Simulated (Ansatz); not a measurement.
System: sum formula SiCl2F, charge 0, multiplicity 2. It need not be the lowest isomer of its formula. 
Geometry from a B3LYP-D3(BJ)/def2-TZVP (Ansatz, a quantum-chemistry and plane-wave program) optimisation:
```
Si
F 1 1.5956
Cl 1 2.0546 2 107.86
Cl 1 2.0546 2 107.86 3 -119.37
```
Charge 0, spin multiplicity 2.

Basis-set convergence of Hartree-Fock and MP2 correlation energies (hartree) with Ansatz. Valence correlation only, unless marked. Open shells are spin-unrestricted. No spin-orbit coupling. Non-relativistic.

```json
[
 {"basis": "cc-pV(D+d)Z", "functions": "83", "E(HF)": "-1307.51323", "E(corr, MP2)": "-0.53185"},
 {"basis": "cc-pV(T+d)Z", "functions": "147", "E(HF)": "(withheld)", "E(corr, MP2)": "(withheld)"}
]
```

Question: Some entries are withheld; supply them.

Answer: 
- cc-pV(T+d)Z, E(HF): -1307.60447
- cc-pV(T+d)Z, E(corr, MP2): -0.71634
